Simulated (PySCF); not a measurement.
SMILES C=CCc1ccccc1 (GFN2-xTB optimised geometry):

```
19

C     -2.971    -2.395    -1.991
C     -1.763    -2.285    -1.471
C     -1.483    -1.923    -0.043
C     -0.711    -0.630     0.000
C     -1.382     0.586    -0.009
C     -0.679     1.778    -0.008
C      0.705     1.768    -0.003
C      1.382     0.561     0.000
C      0.677    -0.630     0.000
H     -3.859    -2.245    -1.400
H     -3.126    -2.647    -3.026
H     -0.885    -2.435    -2.086
H     -0.892    -2.717     0.420
H     -2.423    -1.820     0.503
H     -2.462     0.597    -0.016
H     -1.214     2.717    -0.011
H      1.254     2.699    -0.002
H      2.462     0.547     0.003
H      1.211    -1.570     0.004
```

Method: B3LYP/def2-SVP run with PySCF 2.14.0.

Problem. What are the frontier orbital energies and the dipole moment?

Solution. HOMO-2 -7.29 eV, HOMO-1 -6.98 eV, HOMO -6.68 eV, LUMO -0.29 eV, LUMO+1 -0.17 eV; dipole moment 0.16 D.

Meta-Löwdin charges at B3LYP/def2-SVP: C1 -0.24, C2 -0.07, C3 -0.17, C4 0.03, C5 -0.11, C6 -0.10, C7 -0.11, C8 -0.10, C9 -0.12, H10 0.10, H11 0.10, H12 0.10, H13 0.10, H14 0.10, H15 0.10, H16 0.10, H17 0.10, H18 0.10, H19 0.09.
